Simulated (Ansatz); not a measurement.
Geometry optimisation, RKS CAM-B3LYP/def2-SVP in Ansatz 0.2.0.

Input file:

```yaml
crystal:
  periodic: [false, false, false]
  atoms:
    - { symbol: Si, position_ang: [-0.173672, -0.306587, -0.130651] }
    - { symbol: H, position_ang: [-0.236842, -0.416363, 1.320841] }
    - { symbol: Cl, position_ang: [1.746692, -0.445148, -0.802941] }
    - { symbol: Cl, position_ang: [-1.129251, 1.370237, -0.790275] }
    - { symbol: F, position_ang: [-0.959926, -1.552065, -0.76945] }
    - { symbol: Si, position_ang: [1.511958, 2.334735, 1.297963] }
    - { symbol: H, position_ang: [2.871461, 2.158655, 1.876188] }
    - { symbol: H, position_ang: [1.623239, 2.53562, -0.166562] }
    - { symbol: H, position_ang: [0.863358, 3.522872, 1.915846] }
    - { symbol: H, position_ang: [0.715083, 1.155144, 1.64704] }
basis:
  gaussian: { orbitals: def2-SVP }
hamiltonian:
  xc: cam_b3lyp
relax:
  f_tol: 0.03
  max_steps: 50
```

Launched with:

```bash
$ ansatz run input.yaml --threads 4 --pin off --max-ram 5120MiB --backend cpu --events-out ev --progress --plain --runs-dir out
```

Problem. Where does it end, and by what steps?

Solution. The run converged. The force dipped under the threshold on the way, but the program's further checks kept it going. After 10 steps the energy has fallen by 0.296 eV; H2 moved furthest, 0.85 Å.

```
step  energy less start (eV)  largest force component (eV/Å)  accepted
   0                  0.0000                           0.775       yes
   1                 -0.1988                           0.317       yes
   2                 -0.2767                           0.176       yes
   3                 -0.2901                           0.203       yes
   4                 -0.2941                           0.043       yes
   5                 -0.2947                           0.015       yes
   6                 -0.2950                           0.053       yes
   7                 -0.2952                           0.031       yes
   8                 -0.2954                           0.013       yes
   9                 -0.2955                           0.034       yes
  10                 -0.2956                           0.018       yes
```

```xyz
10
Properties=species:S:1:pos:R:3
Si -0.430 -0.718 -0.314
H -0.698 -1.086 1.082
Cl 1.577 -0.655 -0.675
Cl -1.281 1.077 -0.771
F -1.069 -1.827 -1.282
Si 1.748 2.714 1.467
H 3.159 2.511 1.894
H 1.675 2.775 -0.015
H 1.233 3.984 2.047
H 0.919 1.582 1.965
```

Whether the end is a true minimum wasn't checked by a vibrational analysis.

Run time: 15 s on 4 threads of Intel(R) Xeon(R) 6975P-C (Granite Rapids) (shared host), peak memory 0.35 GiB.
